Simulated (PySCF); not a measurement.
# Electron correlation in Ar²⁺ (argon, charge +2)

[Ne] 3s2 3p4, high-spin 3P determinant. Computed with PySCF 2.14 in pcseg-2, with no relativity, point nucleus. Frozen: [Ne]; 6 electrons correlated.

MP2 pair energies summed by pair of shells (mhartree):

```json
{"pair": "3p-3p", "energy": "-57.95", "share (%)": "48.0"}
{"pair": "3s-3p", "energy": "-54.50", "share (%)": "45.2"}
{"pair": "3s-3s", "energy": "-8.18", "share (%)": "6.8"}
```

Total MP2 correlation energy: -120.63 mhartree.

Same-spin part -28.10 and opposite-spin part -92.53 mhartree; SCS-MP2 scales them by 1/3 and 6/5 to -120.40 mhartree.

```json
{"level": "CCSD", "correlation energy (mhartree)": "-146.34"}
{"level": "(T)", "correlation energy (mhartree)": "-3.60"}
{"level": "CCSD(T)", "correlation energy (mhartree)": "-149.94"}
```

Diagnostics: T1 = 0.0072, D1 = 0.0238, largest double amplitude 0.058.

Cost of the coupled-cluster step: 0.34 s of wall time on 1 thread of Neoverse-V1 (shared host), for 6 correlated electrons.
